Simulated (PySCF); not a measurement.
HAlClF (SMILES [F][AlH][Cl]), singlet, at a GFN2-xTB geometry (such geometries of metal compounds can be far from the true shape); CISD/cc-pVDZ run with PySCF.

Input for PySCF:
```python
from pyscf import gto, scf, ci

mol = gto.M(
    atom='''
Al   -0.524645    0.166186   -0.424850
H    -1.681842   -0.289788   -1.272256
F    -0.270360    1.792390   -0.515309
Cl    0.643263   -1.058949    0.672534
''',
    basis='cc-pvdz',
    charge=0,
    spin=0,
    verbose=4,
    max_memory=1800,
)

mf = scf.RHF(mol)
mf.kernel()

myci = ci.CISD(mf, frozen=11)
myci.kernel()
print('E(CISD) = %.10f' % myci.e_tot)
```

Output, abridged:

```
PySCF version 2.14.0

[INPUT] verbose = 4
[INPUT] num. atoms = 4
[INPUT] num. electrons = 40
[INPUT] charge = 0
[INPUT] spin (= nelec alpha-beta = 2S) = 0
[INPUT] symmetry False subgroup None
[INPUT] Mole.unit = angstrom
[INPUT] Symbol           X                Y                Z      unit          X                Y                Z       unit  Magmom
[INPUT]  1 Al    -0.524645000000   0.166186000000  -0.424850000000 AA   -0.991435362622   0.314046025737  -0.802850144021 Bohr   0.0
[INPUT]  2 H     -1.681842000000  -0.289788000000  -1.272256000000 AA   -3.178220764791  -0.547619954185  -2.404215400335 Bohr   0.0
[INPUT]  3 F     -0.270360000000   1.792390000000  -0.515309000000 AA   -0.510906355037   3.387126208409  -0.973792879523 Bohr   0.0
[INPUT]  4 Cl     0.643263000000  -1.058949000000   0.672534000000 AA    1.215590896066  -2.001123589882   1.270905069458 Bohr   0.0

nuclear repulsion = 129.929060637807
number of shells = 18
number of NR pGTOs = 115
number of NR cGTOs = 55
basis = cc-pvdz
ecp = {}

******** <class 'pyscf.scf.hf.RHF'> ********
method = RHF
initial guess = minao
damping factor = 0
level_shift factor = 0
DIIS = <class 'pyscf.scf.diis.CDIIS'>
diis_start_cycle = 1
diis_space = 8
diis_damp = 0
SCF conv_tol = 1e-09
SCF conv_tol_grad = None
SCF max_cycles = 50
direct_scf = True
direct_scf_tol = 1e-13
Set gradient conv threshold to 3.16228e-05
Initial guess from minao.
init E= -801.534405010127
  HOMO = -0.410919488232268  LUMO = 0.0257390636563892  gap/eV = 11.88208
cycle= 1 E= -801.511119493613  delta_E= 0.0233  |g|= 0.542  |ddm|= 1.39
  HOMO = -0.47025266248733  LUMO = 0.0431163979676059  gap/eV = 13.96948
cycle= 2 E= -801.560479276482  delta_E= -0.0494  |g|= 0.344  |ddm|= 0.605
  HOMO = -0.478190520508535  LUMO = 0.0561237739285856  gap/eV = 14.53943
cycle= 3 E= -801.579577682932  delta_E= -0.0191  |g|= 0.0304  |ddm|= 0.186
  HOMO = -0.476523318266459  LUMO = 0.0624801147441856  gap/eV = 14.66703
cycle= 4 E= -801.580027361576  delta_E= -0.00045  |g|= 0.00895  |ddm|= 0.0452
  HOMO = -0.475526387796551  LUMO = 0.0619581796736552  gap/eV = 14.62570
cycle= 5 E= -801.580063588989  delta_E= -3.62e-05  |g|= 0.00154  |ddm|= 0.0131
  HOMO = -0.475877369909441  LUMO = 0.0618023343726044  gap/eV = 14.63101
cycle= 6 E= -801.580065137029  delta_E= -1.55e-06  |g|= 0.000346  |ddm|= 0.00255
  HOMO = -0.47584784307945  LUMO = 0.0618054240568853  gap/eV = 14.63029
cycle= 7 E= -801.580065228176  delta_E= -9.11e-08  |g|= 9.24e-05  |ddm|= 0.000631
  HOMO = -0.475858380500772  LUMO = 0.0618084162814672  gap/eV = 14.63066
cycle= 8 E= -801.580065234282  delta_E= -6.11e-09  |g|= 2.19e-05  |ddm|= 0.000165
  HOMO = -0.475854956999145  LUMO = 0.061811534613919  gap/eV = 14.63065
cycle= 9 E= -801.580065234604  delta_E= -3.22e-10  |g|= 3.98e-06  |ddm|= 3.74e-05
  HOMO = -0.4758557733258  LUMO = 0.0618109510573879  gap/eV = 14.63066
Extra cycle  E= -801.580065234611  delta_E= -6.82e-12  |g|= 1.47e-06  |ddm|= 4.84e-06
converged SCF energy = -801.580065234611

******** <class 'pyscf.ci.cisd.RCISD'> ********
CISD nocc = 9, nmo = 44
frozen orbitals 11
max_cycle = 50
direct = 0
conv_tol = 1e-09
max_cycle = 50
max_space = 12
lindep = 0
nroots = 1
Init t2, MP2 energy = -0.382693665576903
RCISD converged
E(RCISD) = -801.945914565982  E_corr = -0.3658493313706281
E(CISD) = -801.9459145660
```
